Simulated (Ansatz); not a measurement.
`CN([SiH2]O)[SiH2]F` → C• + F• + 8 H• + N• + O• + 2 Si•  (atomization)

Gas-phase electronic energies from Ansatz, PBE0-D4/def2-TZVP geometries. CCSD(T)/CBS is the MP2 limit (def2-TZVPP, def2-QZVPP) plus CCSD(T) − MP2 in def2-TZVPP, frozen cores. This one scheme is used for every species, atoms too. DFT in def2-TZVPP. No spin–orbit coupling; open shells (•) take unrestricted orbitals. Spin–orbit coupling would lower the free atoms: a little for C, F, O, Si. Each species was taken in one conformer, which may not be the lowest.

```tsv
level	ΔE (kJ/mol)
LDA (SPW92)	5830.7
r2SCAN0-D4	5068.0
B2PLYP	5100.0
MP2/def2-SVP	4846.3
HF/def2-TZVPP	3769.2
CCSD/def2-TZVPP	4960.2
CCSD(T)/def2-TZVPP	5026.2
MP2/CBS(def2)	5256.3
```

**Question.** What does CCSD(T)/CBS give? (An estimate is asked.)

**Answer.** The calculation gave: +5176.8 kJ/mol. The listed levels differ from it by 653.9, -108.8, -76.8, -330.5, -1407.6, -216.6, -150.6, 79.5 kJ/mol.

**Question.** What do rigid-rotor, harmonic-oscillator terms from PBE0-D4/def2-TZVP frequencies (298.15 K, 1 bar) make of the CCSD(T)/CBS value? (An estimate is asked.)

**Answer.** Computed: ΔZPE = -255.2 kJ/mol, ΔH = +4981.7 kJ/mol, ΔS = 1491 J/(mol·K), ΔG = +4537.1 kJ/mol. Open shells count their whole term as degenerate. Modes under 50 cm⁻¹ make the entropy rough.

Largest T1 diagnostic among the species: 0.012.

The D4 term adds +53.1 kJ/mol with B3LYP and +28.2 kJ/mol with PBE0; it sums over pairs of atoms, weighted by their polarisabilities, and B3LYP, whose exchange is more repulsive, gets the larger term. From PBE to PBE0 (25 % exact exchange), in def2-TZVPP and without D4, ΔE moves by −73.0 kJ/mol: exact exchange takes away binding that semilocal exchange gives to molecules.

B3LYP here is the variant with VWN-RPA as its local correlation; programs differ in this.

For atomizations the MP2-based limit and the directly extrapolated one differ by several kJ/mol either way, and by 10 to 25 for some Ge, Se and Sn compounds, so smaller differences from it don't rank the levels.
